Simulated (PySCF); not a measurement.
# Computed properties of C2H6F2OSi, SMILES COC[SiH](F)F

C2H6F2OSi, SMILES COC[SiH](F)F. Coordinates come from a B3LYP-D3(BJ)/def2-SVP optimisation. This is a generated structure with no PubChem entry under its InChIKey; it may be hypothetical. Other conformers were not sampled. All values are computed for the isolated molecule unless a solvent is named; none is compared with measurement here.

**Structure.** All 30 harmonic modes at B3LYP-D3(BJ)/def2-SVP (PySCF) are real, so it is a minimum. With heavy atoms numbered as in [CH3:1][O:2][CH2:3][SiH:4]([F:5])[F:6], the shortest bond between them is C1–O2 at 1.404 Å and the longest C3–Si4 at 1.873 Å.

**Vibrations.** The strongest infrared lines (harmonic, unscaled, degenerate partners summed) lie at 900 cm⁻¹ (225 km/mol, Si 33 %, F 30 %, H 30 %), 973 cm⁻¹ (158 km/mol, Si 42 %, F 29 %, H 17 %, C 9 %), 2309 cm⁻¹ (114 km/mol, H 97 %). The softest mode is at 66 cm⁻¹ and the zero-point energy is 53.0 kcal/mol.

**Electronic structure.** PBE0/def2-TZVP (PySCF) places the frontier levels at -7.99 and 0.48 eV, a gap of 8.47 eV, and gives a dipole moment of 2.71 D and a mean polarisability of 52.1 bohr³. PBE/def2-TZVP (PySCF) at the same geometry gives -6.37 and -0.49 eV, so its gap is 2.59 eV narrower. An orbital gap is neither the optical nor the fundamental gap.

**Excitations.** TDDFT-ωB97X/def2-SVPD (PySCF) has S1 at 7.48 eV (166 nm, f = 0.006, weak); the most intense of the 10 singlets computed lies at 9.42 eV (f = 0.08). T1 (TDA) is at 7.19 eV. TDDFT-PBE/def2-SVPD (PySCF) puts S1 at 6.01 eV. No vertical singlet excitation falls in the visible range (under 3.1 eV).

**NMR.** GIAO shifts at HF/pcSseg-1 (PySCF) (non-relativistic, atoms alike by connectivity averaged): ¹³C from 55.8 to 59.9 ppm against TMS; ¹H from 3.0 to 4.8 ppm against TMS; ²⁹Si at -22.3 ppm against TMS; ¹⁹F at -130.5 ppm against CFCl3.

**Solvation.** SMD-ωB97X/def2-SVP (PySCF) gives -1.4 kcal/mol in water, -3.3 kcal/mol in chloroform, -3.8 kcal/mol in acetonitrile (1 M in both phases, gas-phase geometry).
